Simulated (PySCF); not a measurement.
This PySCF input asks for the NMR shieldings of `[BH2-]1[NH2+][BH-](Br)[NH2+]1`, B₂BrH₇N₂; the geometry comes from GFN2-xTB.

```python
import basis_set_exchange as bse
import numpy as np
from pyscf import gto, dft
from pyscf.prop import nmr

atoms = """
Br    2.403599    0.039493   -1.208570
B     1.029307   -0.060501    0.214725
N     0.007291    1.134372    0.112005
B    -1.160584    0.041878    0.001984
N    -0.075510   -1.130981   -0.126320
H     1.499781   -0.191075    1.292667
H    -0.044784    1.758531    0.908432
H     0.105741    1.703304   -0.723329
H    -1.813482    0.168296   -0.976854
H    -1.760075   -0.042919    1.018563
H    -0.012193   -1.519210   -1.062489
H    -0.177893   -1.901875    0.523161
"""
names = dict.fromkeys(["Br", "B", "N", "H"], "pcSseg-1")
basis = {el: gto.basis.parse(bse.get_basis(n, elements=[el], fmt="nwchem")) for el, n in names.items()}
mol = gto.M(atom=atoms, basis=basis, charge=0, verbose=0)
mf = dft.RKS(mol, xc="PBE0")
mf.grids.level = 2
mf.grids.alignment = dft.numint.BLKSIZE   # the property module wants whole blocks of grid points
mf.conv_tol = 1e-9
mf.kernel()

calc = nmr.RKS(mf)   # GIAO
C = mf.mo_coeff
Co = C[:, mf.mo_occ > 0]
resp = mf.gen_response(singlet=True, hermi=2)
def vind(x):   # induced exchange potential for any number of trial vectors
    d = np.einsum("pi,xij,qj->xpq", C, 2 * x.reshape(-1, C.shape[1], Co.shape[1]), Co, optimize=True)
    return np.einsum("xpq,pi,qj->xij", resp(d - d.transpose(0, 2, 1)), C, Co, optimize=True).ravel()
mo1, _ = nmr.rhf.solve_mo1(calc, with_cphf=vind)
sigma = calc.kernel(mo1)
for i, s in enumerate(sigma):   # ppm
    print("%2d %-2s %9.2f" % (i, mol.atom_pure_symbol(i), np.trace(s) / 3))
```

**Question.** Give the expected output.

**Answer.** 
```
 0 Br   2530.08
 1 B     107.04
 2 N     221.69
 3 B     117.01
 4 N     221.69
 5 H      27.55
 6 H      29.30
 7 H      29.70
 8 H      28.44
 9 H      28.48
10 H      29.70
11 H      29.30
```

These numbers come from an equivalent density-fitted implementation of the same equations, which agrees with the script to about 0.01 ppm for H and up to a few tenths of a ppm for heavy atoms, so last digits may differ.

Relativistic effects, spin–orbit coupling among them, are left out; they matter for Br and for the light atoms bonded to it.

Size and cost of the density-fitted run: 144 basis functions, 13 s wall time on 1 thread of an Arm Neoverse V1, shared host.
